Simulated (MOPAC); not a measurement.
Input for MOPAC: PM3 on C2H7BO (SMILES CBOC), a point of a torsion scan.

```
PM3 1SCF PRECISE CHARGE=0 THREADS=1
C2H7BO

C     -1.39168650 1     0.41009197 1     0.11840144 1
B     -0.47208279 1    -0.87386305 1    -0.08957079 1
O      0.34040097 1    -1.42498320 1     0.80302333 1
C      0.57261827 1    -1.00744408 1     2.12415594 1
H     -1.09380742 1     1.05465811 1     0.94253680 1
H     -2.41690757 1     0.09606554 1     0.31120966 1
H     -1.42081742 1     1.01888939 1    -0.78155860 1
H     -0.48379822 1    -1.44701757 1    -1.11691459 1
H      0.26667217 1    -1.80968260 1     2.80009242 1
H      0.02554168 1    -0.09769810 1     2.37887121 1
H      1.64399667 1    -0.83220838 1     2.24842680 1
```

It printed:

```
*******************************************************************************
 **                                                                           **
 **                              MOPAC v23.2.5                                **
 **                                                                           **
 *******************************************************************************
 ** MOPAC's Digital Object Identifier: https://doi.org/10.5281/zenodo.6511958 **
 **                                                                           **
 ** Please cite the open-source release paper for use of this MOPAC version:  **
 ** J. E. Moussa and J. J. P. Stewart (2026)                                  **
 ** MOPAC: An open-source semiempirical molecular orbital program             **
 ** J. Open Source Softw., 11(119), 8025, https://doi.org/10.21105/joss.08025 **
 *******************************************************************************

                              PM3 CALCULATION RESULTS

 *******************************************************************************
 *  PM3        - The PM3 Hamiltonian to be used
 *
 *
 *
 *                 CHARGE ON SYSTEM = 0
 *
 *
 *
 *  PRECISE    - TIGHTER CRITERIA TO BE USED
 *  1SCF       - DO 1 SCF AND THEN STOP
 *  THREADS=1  - MULTI-THREADING NOT USED
 *  T=         - A TIME OF 172800.0 SECONDS REQUESTED
 *  DUMP=N     - RESTART FILE WRITTEN EVERY 7200.0 SECONDS REQUESTED
 *******************************************************************************
PM3 1SCF PRECISE CHARGE=0 THREADS=1
 C2H7BO

   ATOM   CHEMICAL          X               Y               Z
  NUMBER   SYMBOL      (ANGSTROMS)     (ANGSTROMS)     (ANGSTROMS)

     1       C         -1.39168650  *   0.41009197  *   0.11840144  *
     2       B         -0.47208279  *  -0.87386305  *  -0.08957079  *
     3       O          0.34040097  *  -1.42498320  *   0.80302333  *
     4       C          0.57261827  *  -1.00744408  *   2.12415594  *
     5       H         -1.09380742  *   1.05465811  *   0.94253680  *
     6       H         -2.41690757  *   0.09606554  *   0.31120966  *
     7       H         -1.42081742  *   1.01888939  *  -0.78155860  *
     8       H         -0.48379822  *  -1.44701757  *  -1.11691459  *
     9       H          0.26667217  *  -1.80968260  *   2.80009242  *
    10       H          0.02554168  *  -0.09769810  *   2.37887121  *
    11       H          1.64399667  *  -0.83220838  *   2.24842680  *



          CARTESIAN COORDINATES

    NO.       ATOM           X           Y           Z

     1         C         -1.3917      0.4101      0.1184
     2         B         -0.4721     -0.8739     -0.0896
     3         O          0.3404     -1.4250      0.8030
     4         C          0.5726     -1.0074      2.1242
     5         H         -1.0938      1.0547      0.9425
     6         H         -2.4169      0.0961      0.3112
     7         H         -1.4208      1.0189     -0.7816
     8         H         -0.4838     -1.4470     -1.1169
     9         H          0.2667     -1.8097      2.8001
    10         H          0.0255     -0.0977      2.3789
    11         H          1.6440     -0.8322      2.2484

  H: (PM3): J. J. P. STEWART, J. COMP. CHEM. 10, 209 (1989).
  B: (PM3): J. J. P. STEWART, J. MOL. MOD., 10, 155-164 (2004)
  C: (PM3): J. J. P. STEWART, J. COMP. CHEM. 10, 209 (1989).
  O: (PM3): J. J. P. STEWART, J. COMP. CHEM. 10, 209 (1989).

           Empirical Formula: C2 H7 O B  =    11 atoms



      MOLECULAR POINT GROUP   :   C1


      RHF CALCULATION, NO. OF DOUBLY OCCUPIED LEVELS = 12


 -------------------------------------------------------------------------------
 PM3 1SCF PRECISE CHARGE=0 THREADS=1
 C2H7BO



     1SCF WAS SPECIFIED, SO BFGS WAS NOT USED
     SCF FIELD WAS ACHIEVED


                              PM3 CALCULATION
                                                       MOPAC v23.2.5 Linux




          FINAL HEAT OF FORMATION =        -76.86509 KCAL/MOL =    -321.60353 KJ/MOL


          COSMO AREA              =        106.98 SQUARE ANGSTROMS
          COSMO VOLUME            =         90.30 CUBIC ANGSTROMS

          IONIZATION POTENTIAL    =         11.362730 EV
          HOMO LUMO ENERGIES (EV) =        -11.363  1.450
          NO. OF FILLED LEVELS    =         12
          MOLECULAR WEIGHT        =         57.8867         POINT GROUP:  C1

          MOLECULAR DIMENSIONS (Angstroms)

            Atom       Atom       Distance
            H     9    H     7     4.86587
            H     5    H     8     3.29384
            H    11    H     6     3.11670


          SCF CALCULATIONS        =          1





   ATOM   CHEMICAL          X               Y               Z
  NUMBER   SYMBOL      (ANGSTROMS)     (ANGSTROMS)     (ANGSTROMS)

     1       C         -1.39168650  *   0.41009197  *   0.11840144  *
     2       B         -0.47208279  *  -0.87386305  *  -0.08957079  *
     3       O          0.34040097  *  -1.42498320  *   0.80302333  *
     4       C          0.57261827  *  -1.00744408  *   2.12415594  *
     5       H         -1.09380742  *   1.05465811  *   0.94253680  *
     6       H         -2.41690757  *   0.09606554  *   0.31120966  *
     7       H         -1.42081742  *   1.01888939  *  -0.78155860  *
     8       H         -0.48379822  *  -1.44701757  *  -1.11691459  *
     9       H          0.26667217  *  -1.80968260  *   2.80009242  *
    10       H          0.02554168  *  -0.09769810  *   2.37887121  *
    11       H          1.64399667  *  -0.83220838  *   2.24842680  *

                             CARTESIAN COORDINATES

   1    C       -1.391686500     0.410091970     0.118401440
   2    B       -0.472082790    -0.873863050    -0.089570790
   3    O        0.340400970    -1.424983200     0.803023330
   4    C        0.572618270    -1.007444080     2.124155940
   5    H       -1.093807420     1.054658110     0.942536800
   6    H       -2.416907570     0.096065540     0.311209660
   7    H       -1.420817420     1.018889390    -0.781558600
   8    H       -0.483798220    -1.447017570    -1.116914590
   9    H        0.266672170    -1.809682600     2.800092420
  10    H        0.025541680    -0.097698100     2.378871210
  11    H        1.643996670    -0.832208380     2.248426800


           Empirical Formula: C2 H7 O B  =    11 atoms



      MOLECULAR POINT GROUP   :   C1


                  EIGENVALUES
 -39.72903 -30.73909 -27.91186 -20.23304 -17.24344 -16.66133 -16.09498 -13.82584
 -13.29015 -12.63581 -12.00031 -11.36273   1.44971   2.61786   3.62309   3.84186
   3.94977   4.02000   4.20937   4.57829   4.68826   5.02715   6.07574


              NET ATOMIC CHARGES AND DIPOLE CONTRIBUTIONS

  ATOM NO.   TYPE          CHARGE      No. of ELECS.   s-Pop       p-Pop
    1          C          -0.186975        4.1870     1.11909     3.06788
    2          B          -0.115185        3.1152     1.06680     2.04838
    3          O          -0.113961        6.1140     1.72563     4.38833
    4          C           0.038592        3.9614     1.13316     2.82825
    5          H           0.050998        0.9490     0.94900
    6          H           0.070408        0.9296     0.92959
    7          H           0.067083        0.9329     0.93292
    8          H           0.078226        0.9218     0.92177
    9          H           0.038178        0.9618     0.96182
   10          H           0.033381        0.9666     0.96662
   11          H           0.039254        0.9607     0.96075
 DIPOLE           X         Y         Z       TOTAL
 POINT-CHG.     0.069     0.279     0.881     0.927
 HYBRID        -0.047     0.346     0.608     0.701
 SUM            0.022     0.626     1.489     1.615


          ATOMIC ORBITAL ELECTRON POPULATIONS

     Atom    s        px        py        pz
    1  C   1.11909   1.02333   1.02074   1.02382
    2  B   1.06680   0.55333   0.71763   0.77742
    3  O   1.72563   1.58097   1.59683   1.21054
    4  C   1.13316   0.99530   0.98883   0.84411
    5  H   0.94900
    6  H   0.92959
    7  H   0.93292
    8  H   0.92177
    9  H   0.96182
   10  H   0.96662
   11  H   0.96075

 **********************
 *                    *
 * JOB ENDED NORMALLY *
 *                    *
 **********************




 == MOPAC DONE ==
```

The run finished.

Cost: roughly 0.03 core-seconds.
